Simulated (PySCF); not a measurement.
PySCF job for C₄H₈OSi, SMILES [SiH3][C@H]1C=C(O1)C, PBE-D3(BJ)/def2-SVP. Geometry: PBE-D3(BJ)/def2-SVP. The structure was generated by enumeration; whether it is a known compound was not checked.

```python
import numpy as np
from pyscf import gto, scf, dft, df
from pyscf.hessian import thermo

mol = gto.M(
    atom='''
    C     2.57397060    0.61669324    0.55629948
    C     1.30312669    0.16516242   -0.05617877
    C     0.50299002    0.41522636   -1.12770942
    C    -0.44535265   -0.61408503   -0.56326559
    Si   -2.06995131    0.04861166    0.18693637
    O     0.52462693   -0.82347728    0.54534575
    H     2.39691555    1.03360287    1.57013532
    H     3.28294506   -0.23026168    0.66813743
    H     3.04645549    1.39585920   -0.07029784
    H     0.50993860    1.08266929   -1.99417679
    H    -0.57252682   -1.55849251   -1.13711016
    H    -1.74239620    1.24499884    1.03239498
    H    -2.74257513   -1.00846495    1.02026220
    H    -3.00486155    0.44936206   -0.92409445
    ''',
    basis='def2-SVP',
    charge=0,
    spin=0,
    max_memory=1600,
    verbose=3,
)
mf = dft.RKS(mol, xc='pbe').density_fit(auxbasis='def2-universal-jkfit')
mf.disp = 'd3bj'
mf.grids.level = 3
mf.conv_tol = 1e-11
mf.max_cycle = 100
mf.kernel()

# [left out here: the lines that compute and print the analytic Hessian (its translational invariance restored by hand, since the grid's response is missing), thermochemistry and intensities]
```

Log of the run:

```
converged SCF energy = -521.19315114464

WARN: DFTD3 does not support analytical Hessian, using finite difference


WARN: Mole.unit (angstrom) is changed to Bohr

Mode                                 0                   1                   2
Irrep
Freq [cm^-1]                      100.0958            135.7041            157.6369
Reduced mass [au]                   3.3225              1.1095              1.3010
Force const [Dyne/A]                0.0196              0.0120              0.0190
Char temp [K]                     144.0155            195.2480            226.8044
Normal mode                   x     y     z       x     y     z       x     y     z
       0   C                 0.11 -0.08 -0.07    0.01 -0.02  0.02   -0.01 -0.03  0.05
       1   C                 0.03  0.02  0.02    0.01  0.00 -0.01    0.00  0.00 -0.01
       2   C                 0.01  0.05  0.04    0.02  0.02 -0.01    0.05 -0.01 -0.05
       3   C                 0.01  0.06  0.05   -0.00  0.04 -0.03   -0.00  0.04 -0.05
       4  Si                -0.07 -0.04 -0.03   -0.01 -0.02  0.02    0.01 -0.01  0.03
       5   O                 0.01  0.06  0.05   -0.02  0.02 -0.02   -0.05  0.04 -0.01
       6   H                 0.23 -0.13 -0.02   -0.06  0.45 -0.19   -0.04 -0.21  0.11
       7   H                 0.07 -0.12 -0.18   -0.22 -0.14  0.49    0.03 -0.02 -0.09
       8   H                 0.09 -0.07 -0.07    0.29 -0.39 -0.23   -0.05  0.09  0.17
       9   H                 0.02  0.02  0.02    0.05  0.02 -0.01    0.10 -0.04 -0.07
      10   H                 0.05  0.05  0.05   -0.00  0.04 -0.03   -0.01  0.02 -0.03
      11   H                -0.24  0.01 -0.04   -0.04  0.00 -0.00   -0.03  0.22 -0.29
      12   H                -0.03 -0.08 -0.05    0.10 -0.06  0.06    0.34  0.05  0.37
      13   H                -0.04 -0.15 -0.10   -0.09 -0.09  0.06   -0.25 -0.40  0.11
Mode                                 3                   4                   5
Irrep
[...]
      11   H                -0.01  0.01 -0.00   -0.01  0.00  0.00    0.05 -0.01 -0.00
      12   H                 0.02 -0.01 -0.01    0.01  0.00  0.01   -0.03  0.03  0.03
      13   H                 0.00  0.00 -0.00    0.00  0.01  0.00    0.02 -0.00 -0.03
Mode                                21                  22                  23
Irrep
Freq [cm^-1]                     1131.4071           1190.0277           1253.8362
Reduced mass [au]                   1.3574              2.8280              2.6643
Force const [Dyne/A]                1.0237              2.3596              2.4679
Char temp [K]                    1627.8429           1712.1849           1803.9911
Normal mode                   x     y     z       x     y     z       x     y     z
       0   C                -0.02 -0.03  0.00    0.01 -0.02  0.02    0.01  0.03 -0.04
       1   C                 0.05  0.05 -0.03   -0.01  0.01 -0.03   -0.12 -0.14  0.07
       2   C                 0.03  0.04  0.01   -0.14 -0.10  0.03   -0.01  0.01 -0.03
       3   C                 0.07 -0.08 -0.01    0.13  0.08 -0.05    0.06 -0.02  0.03
       4  Si                -0.01 -0.00 -0.00   -0.01 -0.00  0.00   -0.00  0.00 -0.00
       5   O                -0.01  0.01  0.05   -0.00  0.00  0.00    0.04  0.07 -0.03
       6   H                -0.05  0.04 -0.03    0.04  0.07 -0.01    0.20 -0.11  0.07
       7   H                 0.02  0.00 -0.03    0.08  0.04 -0.01    0.05  0.09  0.21
       8   H                -0.12 -0.02 -0.06   -0.02 -0.01  0.01    0.25  0.05  0.18
       9   H                -0.08  0.00 -0.02    0.43  0.13  0.22   -0.02  0.02 -0.03
      10   H                -0.78  0.15 -0.22   -0.11  0.01  0.13   -0.20  0.16 -0.21
      11   H                 0.07 -0.01 -0.02    0.03 -0.01  0.00    0.01  0.00 -0.01
      12   H                 0.01 -0.01  0.02   -0.03  0.03  0.02    0.01 -0.01  0.00
      13   H                 0.00  0.03 -0.01   -0.00  0.00 -0.00   -0.02  0.02  0.03
Mode                                24                  25                  26
Irrep
Freq [cm^-1]                     1338.8363           1385.1966           1402.1246
Reduced mass [au]                   1.4693              1.0404              1.0837
Force const [Dyne/A]                1.5517              1.1761              1.2553
Char temp [K]                    1926.2874           1992.9895           2017.3452
Normal mode                   x     y     z       x     y     z       x     y     z
       0   C                 0.12  0.06  0.04   -0.03  0.03  0.02    0.01 -0.02  0.04
       1   C                -0.04 -0.05  0.03   -0.01  0.02  0.01   -0.04 -0.04  0.01
       2   C                -0.03  0.00 -0.03    0.00 -0.00 -0.00    0.01  0.00  0.01
       3   C                 0.02 -0.00  0.01    0.00 -0.00 -0.00    0.01 -0.00  0.00
       4  Si                -0.00  0.00 -0.00    0.00  0.00  0.00   -0.00  0.00 -0.00
       5   O                 0.01  0.02 -0.01    0.00 -0.00 -0.00    0.01  0.01 -0.01
       6   H                -0.43 -0.17  0.03   -0.28 -0.37  0.13   -0.32  0.47 -0.23
       7   H                -0.31 -0.31 -0.09    0.35  0.31 -0.15    0.07 -0.04 -0.62
       8   H                -0.32 -0.00 -0.35    0.35 -0.49 -0.35    0.28 -0.00  0.24
       9   H                 0.04  0.04 -0.01    0.00 -0.00 -0.00   -0.03 -0.02 -0.00
      10   H                -0.03  0.04 -0.06   -0.01  0.00 -0.00   -0.02  0.02 -0.02
      11   H                 0.00  0.00 -0.00   -0.00  0.00 -0.00    0.00  0.00 -0.00
      12   H                 0.01 -0.01  0.00   -0.00 -0.00 -0.00    0.00 -0.00 -0.00
      13   H                -0.00  0.00  0.01    0.00 -0.00 -0.00   -0.00  0.00  0.00
Mode                                27                  28                  29
Irrep
Freq [cm^-1]                     1664.9277           2157.6022           2167.4625
Reduced mass [au]                   7.8325              1.0259              1.0479
Force const [Dyne/A]               12.7921              2.8138              2.9004
Char temp [K]                    2395.4603           3104.3092           3118.4960
Normal mode                   x     y     z       x     y     z       x     y     z
       0   C                -0.05 -0.01 -0.03   -0.00  0.00  0.00    0.00  0.00 -0.00
       1   C                 0.16 -0.01  0.16   -0.00 -0.00  0.00    0.00 -0.00  0.00
       2   C                -0.10  0.02 -0.12   -0.00 -0.00 -0.00   -0.00  0.00 -0.00
       3   C                -0.01 -0.01  0.00   -0.00  0.00  0.00    0.00 -0.00  0.00
       4  Si                 0.00  0.00 -0.00    0.02 -0.00  0.01   -0.00 -0.02  0.03
       5   O                -0.00 -0.00 -0.00    0.00  0.00 -0.00    0.00  0.00 -0.00
       6   H                -0.05  0.02 -0.04    0.00  0.00 -0.00   -0.00 -0.00  0.00
       7   H                -0.03 -0.01 -0.06   -0.00  0.00 -0.00   -0.00 -0.00 -0.00
       8   H                 0.06 -0.01  0.06    0.00 -0.00  0.00    0.00  0.00  0.00
       9   H                 0.07  0.12 -0.10    0.00 -0.00  0.00    0.00  0.00 -0.00
      10   H                 0.01  0.01 -0.04    0.01  0.00  0.00   -0.00 -0.00 -0.00
      11   H                -0.00 -0.00 -0.00    0.06  0.17  0.13   -0.03 -0.12 -0.06
      12   H                 0.01 -0.01  0.00   -0.18 -0.31  0.25    0.38  0.60 -0.47
      13   H                -0.00  0.00  0.01   -0.53  0.23 -0.64   -0.29  0.12 -0.33
Mode                                30                  31                  32
Irrep
Freq [cm^-1]                     2189.4734           2969.4014           2995.5664
Reduced mass [au]                   1.0476              1.0383              1.0855
Force const [Dyne/A]                2.9590              5.3939              5.7389
Char temp [K]                    3150.1647           4272.3076           4309.9531
Normal mode                   x     y     z       x     y     z       x     y     z
       0   C                 0.00 -0.00  0.00    0.04  0.01  0.03    0.00  0.00  0.00
       1   C                -0.00 -0.00 -0.00   -0.00 -0.00  0.00   -0.00 -0.00 -0.00
       2   C                 0.00 -0.00  0.00   -0.00 -0.00 -0.00   -0.00  0.00 -0.00
       3   C                 0.00  0.00  0.00    0.00 -0.00 -0.00    0.01  0.07  0.04
       4  Si                 0.01  0.03  0.02   -0.00  0.00  0.00    0.00  0.00  0.00
       5   O                -0.00 -0.00 -0.00   -0.00 -0.00  0.00    0.00  0.00  0.00
       6   H                -0.00  0.00  0.00    0.11 -0.24 -0.58    0.00 -0.00 -0.01
       7   H                -0.00 -0.00 -0.00   -0.39  0.48 -0.05   -0.00  0.00  0.00
       8   H                -0.00  0.00 -0.00   -0.17 -0.29  0.24   -0.00 -0.00  0.00
       9   H                -0.00  0.00  0.00    0.00  0.00 -0.00    0.00 -0.01  0.01
      10   H                -0.00  0.01  0.00    0.00  0.01  0.00   -0.10 -0.81 -0.49
      11   H                -0.21 -0.75 -0.53   -0.00 -0.00 -0.00    0.00 -0.00 -0.00
      12   H                -0.09 -0.14  0.13    0.00  0.00 -0.00   -0.00 -0.00  0.00
      13   H                -0.08  0.05 -0.09    0.00 -0.00  0.00   -0.00  0.00 -0.00
Mode                                33                  34                  35
Irrep
Freq [cm^-1]                     3043.2524           3093.6002           3215.1632
Reduced mass [au]                   1.1018              1.1022              1.1040
Force const [Dyne/A]                6.0121              6.2149              6.7237
Char temp [K]                    4378.5626           4451.0019           4625.9040
Normal mode                   x     y     z       x     y     z       x     y     z
       0   C                -0.04  0.06  0.04    0.02  0.06 -0.06   -0.00 -0.00 -0.00
       1   C                -0.00  0.00  0.00   -0.00  0.00 -0.00    0.01 -0.00  0.01
       2   C                -0.00  0.00  0.00    0.00  0.00  0.00   -0.00  0.05 -0.07
       3   C                 0.00 -0.00 -0.00   -0.00 -0.00 -0.00   -0.00 -0.00  0.00
       4  Si                 0.00  0.00  0.00    0.00 -0.00 -0.00   -0.00  0.00 -0.00
       5   O                 0.00 -0.00 -0.00   -0.00 -0.00  0.00   -0.00 -0.00  0.00
       6   H                 0.10 -0.24 -0.61   -0.04  0.11  0.24   -0.00 -0.00 -0.00
       7   H                 0.43 -0.52  0.08    0.19 -0.21  0.02   -0.00  0.00 -0.00
       8   H                -0.00  0.02 -0.00   -0.37 -0.61  0.49    0.00  0.00 -0.00
       9   H                 0.00 -0.00 -0.00    0.00 -0.00  0.00   -0.00 -0.58  0.75
      10   H                 0.00  0.00  0.00    0.00  0.00  0.00    0.00  0.01  0.00
      11   H                -0.00 -0.00 -0.00    0.00  0.00  0.00    0.00 -0.00 -0.00
      12   H                 0.00 -0.00  0.00   -0.00 -0.00  0.00    0.00 -0.00 -0.00
      13   H                 0.00 -0.00 -0.00    0.00 -0.00  0.00    0.00 -0.00  0.00
temperature 298.1500 [K]
pressure 101325.00 [Pa]
Rotational constants [GHz] 7.33424 1.64634 1.57724
Symmetry number 1
Zero-point energy (ZPE) 0.10206 [Eh]   267953.254 [J/mol]
                           tot       elec      trans        rot        vib
Entropy [J/mol/K]       352.726      0.000    166.204    113.912     72.611
Cv [J/mol/K]            115.688      0.000     12.472     12.472     90.745
Cp [J/mol/K]            124.002      0.000     20.786     12.472     90.745
Internal energy [J/mol]                      3718.434   3718.434 280452.592
Internal energy [Eh]   -521.08350  -521.19315
Enthalpy [J/mol]                             6197.391   3718.434 280452.592
Enthalpy [Eh]          -521.08256
Gibbs free energy [J/mol]                  -43356.332 -30244.345 258803.757
Gibbs free energy [Eh] -521.12261
mode   freq/cm-1   IR/(km/mol)
   1      100.10         1.103
   2      135.70         0.050
   3      157.64         0.216
   4      211.10         1.906
   5      294.21        15.253
   6      339.26         4.443
   7      510.39         6.323
   8      560.00        13.685
   9      607.79        34.560
  10      655.25        35.418
  11      693.53         7.424
  12      775.76        16.828
  13      864.55        91.513
  14      879.78       115.979
  15      906.08        36.692
  16      913.66        43.866
  17      928.26        24.588
  18      937.71        17.700
  19     1004.93         2.866
  20     1034.00         8.249
  21     1090.73        12.600
  22     1131.41         9.250
  23     1190.03         0.679
  24     1253.84        47.929
  25     1338.84        12.846
  26     1385.20         9.660
  27     1402.12         5.719
  28     1664.93        39.071
  29     2157.60        93.860
  30     2167.46       101.954
  31     2189.47        77.379
  32     2969.40        14.467
  33     2995.57        14.515
  34     3043.25         4.793
  35     3093.60         3.699
  36     3215.16         1.361
max |gradient| / (hartree/bohr): 4.094224280489975e-05
APT charges: [-0.0138  0.4464 -0.2221  0.0428  0.9692 -0.6181  0.0017  0.0034  0.0215
  0.0827 -0.0049 -0.2145 -0.2517 -0.2427]
```

The calculation finished and met its thresholds.

Cost: about 6 core-minutes (a rough figure).
